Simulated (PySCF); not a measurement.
The dipole of `C[SiH2]N[SiH2]C#N` from its density and from atomic charges.

Coordinates (GFN2-xTB, Å) and charges (e) from the PBE0/pcSseg-1 density (PySCF):

```csv
atom,x,y,z,Mulliken,IAO,Hirshfeld,ESP-fitted
C1,2.536,-0.051,0.238,-0.6488,-0.7234,-0.2085,-0.7893
Si2,0.902,-0.951,0.552,+0.7754,+0.9071,+0.3858,+0.8154
N3,-0.372,0.194,0.247,-0.8423,-0.9488,-0.3303,-0.8156
Si4,-2.072,-0.048,0.394,+0.8441,+0.9124,+0.4246,+0.4743
C5,-2.796,1.616,-0.055,-0.2083,-0.1594,-0.0297,+0.1805
N6,-3.239,2.634,-0.335,-0.2037,-0.1937,-0.1992,-0.3874
H7,2.613,0.294,-0.789,+0.1430,+0.1592,+0.0470,+0.1981
H8,3.376,-0.712,0.424,+0.1456,+0.1636,+0.0479,+0.1938
H9,2.649,0.813,0.887,+0.1440,+0.1602,+0.0474,+0.1982
H10,0.786,-1.399,1.944,-0.1040,-0.1484,-0.0860,-0.1555
H11,0.736,-2.098,-0.349,-0.1049,-0.1518,-0.0877,-0.1600
H12,-0.077,1.090,-0.107,+0.2311,+0.2813,+0.1212,+0.3790
H13,-2.589,-1.026,-0.566,-0.0866,-0.1313,-0.0672,-0.0676
H14,-2.453,-0.357,1.772,-0.0848,-0.1271,-0.0652,-0.0638
```

Form Σ q r in debye for every column and set it beside the full dipole.

The full density gives (2.70, -2.39, 0.51) D, 3.64 D in size; dipole vectors point from the negative to the positive end.

| scheme | μx | μy | μz | size (D) | share of the full size (%) | angle to the full dipole (°) |
| --- | --- | --- | --- | --- | --- | --- |
| Mulliken | 1.74 | -4.75 | 1.26 | 5.21 | 143 | 28 |
| IAO | 1.50 | -3.59 | 0.94 | 4.00 | 110 | 26 |
| Hirshfeld | 1.89 | -2.24 | 0.56 | 2.98 | 82 | 9 |
| ESP-fitted | 2.71 | -2.42 | 0.52 | 3.67 | 101 | 0 |

Which set comes closest?

Length of the difference vector: ESP-fitted 0.03 D, Hirshfeld 0.83 D, IAO 1.75 D, Mulliken 2.66 D. Closest: ESP-fitted. The schemes that divide the density aren't constrained to reproduce the dipole.

What is left for the Hirshfeld atoms' own dipoles?

The Hirshfeld atoms' densities add up to the full density, so μ = Σ q r + Σ (atomic dipoles). The atomic dipoles sum to (2.70, -2.39, 0.51) − (1.89, -2.24, 0.56) = (0.81, -0.15, -0.05) D, 0.83 D in size.

With the origin at the mean of the coordinates, (0.000, 0.000, 0.304) Å, which are the largest single terms, by size, of the Mulliken dipole along the direction of the full one?

Si4 -6.05, C1 -5.94, Si2 +4.94, N6 +4.13, C5 +3.19 D; all 14 atoms together +4.58 D. The single terms depend on the origin, their sum doesn't.

Give the size of the full dipole in other units.

3.64 D = 1.434 au = 0.759 e·Å = 12.16 × 10⁻³⁰ C·m.

Isolated species at its GFN2-xTB geometry (one conformer only).

The values belong to the conformer `[CH3:1][SiH2:2][NH:3][SiH2:4][C:5]#[N:6]`: C1–Si2–N3–Si4 -179°, Si2–N3–Si4–C5 179°.
